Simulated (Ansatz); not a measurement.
Species: H2Te2, net charge 0, singlet state. SMILES: [TeH][TeH]
Structure (B3LYP-D3(BJ)/def2-TZVP (Ansatz, an electronic-structure program) minimum search):
```xyz
4

Te    -0.0136     0.0157    -1.3655
Te    -0.0251     0.0059     1.3654
H      1.5837     0.4689    -1.5191
H      0.4290    -1.5908     1.5235
```

CCSD(T) with Ansatz in growing basis sets, 14 correlated electrons. Correlated levels leave the core frozen unless marked. UHF or UKS for open shells. No spin-orbit coupling. Frozen are the shells of the preceding noble gas and the d and f shells that filled before the atom's block. Past Kr the def2 sets carry scalar-relativistic core potentials. Costs are ratios of core time to the smallest set, on shared machines of one kind, and rough; they hold the program's checks for lower states.

```
basis       functions  cost over smallest  E(corr) (Eh)  electronic atomisation energy (kcal/mol)
----------  ---------  ------------------  ------------  ----------------------------------------
def2-TZVPP        128                  1×       -0.3191                                     177.1
def2-QZVPP        224                  6×             ?                                         ?
```

Q: What does the step to def2-QZVPP buy, and how does its cost grow by formal scaling?

A: Formally CCSD grows as o²v⁴ and (T) as o³v⁴; with o = 7 and v going from 103 to 199 both grow 14-fold in the last step, while integrals and the mean field grow more slowly. That step adds 30.7 mEh of correlation energy and 6.5 kcal/mol to the atomisation energy. Row: E(corr) (Eh) -0.3498, electronic atomisation energy (kcal/mol) 183.5.
